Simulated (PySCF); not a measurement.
This PySCF input asks for the NMR shieldings of `InChI=1S/C5H10BNO/c1-6(2)7-4-3-5-8/h4-5H,3H2,1-2H3/b7-4-`; the geometry comes from GFN2-xTB.

```python
import basis_set_exchange as bse
import numpy as np
from pyscf import gto, dft
from pyscf.prop import nmr

atoms = """
C    -1.429653   -1.697126    0.428375
B    -1.208445   -0.325286   -0.354431
C    -2.441795    0.623713   -0.698873
N     0.033756    0.019379   -0.741807
C     1.189815    0.382101   -1.000326
C     2.050417    1.169656   -0.036621
C     2.741547    0.165916    0.848652
O     3.910210   -0.090857    0.818104
H    -1.721204   -1.498191    1.457574
H    -2.231707   -2.278402   -0.019336
H    -0.539007   -2.319472    0.453330
H    -2.139870    1.578640   -1.119942
H    -3.098448    0.138998   -1.418012
H    -3.038168    0.821755    0.188406
H     1.667747    0.109839   -1.941685
H     2.787367    1.761652   -0.577655
H     1.412948    1.803411    0.580203
H     2.045731   -0.359408    1.529109
"""
names = dict.fromkeys(["C", "B", "N", "O", "H"], "pcSseg-1")
basis = {el: gto.basis.parse(bse.get_basis(n, elements=[el], fmt="nwchem")) for el, n in names.items()}
mol = gto.M(atom=atoms, basis=basis, charge=0, verbose=0)
mf = dft.RKS(mol, xc="PBE0")
mf.grids.level = 2
mf.grids.alignment = dft.numint.BLKSIZE   # the property module wants whole blocks of grid points
mf.conv_tol = 1e-9
mf.kernel()

calc = nmr.RKS(mf)   # GIAO
C = mf.mo_coeff
Co = C[:, mf.mo_occ > 0]
resp = mf.gen_response(singlet=True, hermi=2)
def vind(x):   # induced exchange potential for any number of trial vectors
    d = np.einsum("pi,xij,qj->xpq", C, 2 * x.reshape(-1, C.shape[1], Co.shape[1]), Co, optimize=True)
    return np.einsum("xpq,pi,qj->xij", resp(d - d.transpose(0, 2, 1)), C, Co, optimize=True).ravel()
mo1, _ = nmr.rhf.solve_mo1(calc, with_cphf=vind)
sigma = calc.kernel(mo1)
for i, s in enumerate(sigma):   # ppm
    print("%2d %-2s %9.2f" % (i, mol.atom_pure_symbol(i), np.trace(s) / 3))
```

Question: Give the expected output.

Answer: 
```
 0 C     180.92
 1 B      72.49
 2 C     182.53
 3 N    -143.91
 4 C      48.40
 5 C     126.89
 6 C     -12.30
 7 O    -384.22
 8 H      31.14
 9 H      31.16
10 H      31.43
11 H      31.36
12 H      31.11
13 H      31.20
14 H      24.27
15 H      28.52
16 H      28.49
17 H      22.02
```

These numbers come from an equivalent density-fitted implementation of the same equations, which agrees with the script to about 0.01 ppm for H and up to a few tenths of a ppm for heavy atoms, so last digits may differ.

Size and cost of the density-fitted run: 186 basis functions, 88 s wall time on 1 thread of an Intel Xeon, shared host; peak memory 0.96 GiB.
